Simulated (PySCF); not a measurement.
CF3O2S, charge -1, multiplicity 1. Atoms are numbered in the order given.

```xyz
7

O      1.4963    -0.2811     1.2735
S      1.0774     0.4394     0.0000
O      1.4963    -0.2811    -1.2735
C     -0.8381    -0.0012     0.0000
F     -1.0838    -1.3229     0.0000
F     -1.4665     0.5211    -1.0860
F     -1.4665     0.5211     1.0860
```
Charge -1, spin multiplicity 1.

Geometry optimised at B3LYP-D3(BJ)/def2-SVPD. The multiplicity is an assumed one; no other spin state was optimised. The isomer is the one that the SMILES or the coordinates give; other isomers of the formula were not compared.

All values below come from PySCF with PBE/def2-SVPD.

Symmetry labels are those of the subgroup Cs that the program uses (full group Cs).

Computed valence orbital energies around the gap with their symmetry:
```tsv
orbital	symmetry	energy (eV)
HOMO−7	A'	-5.62
HOMO−6	A"	-5.51
HOMO−5	A"	-5.31
HOMO−4	A'	-5.06
HOMO−3	A'	-2.16
HOMO−2	A"	-2.05
HOMO−1	A"	-1.55
HOMO	A'	-0.34
LUMO	A'	3.69
LUMO+1	A'	4.00
LUMO+2	A"	4.28
LUMO+3	A'	4.42
```
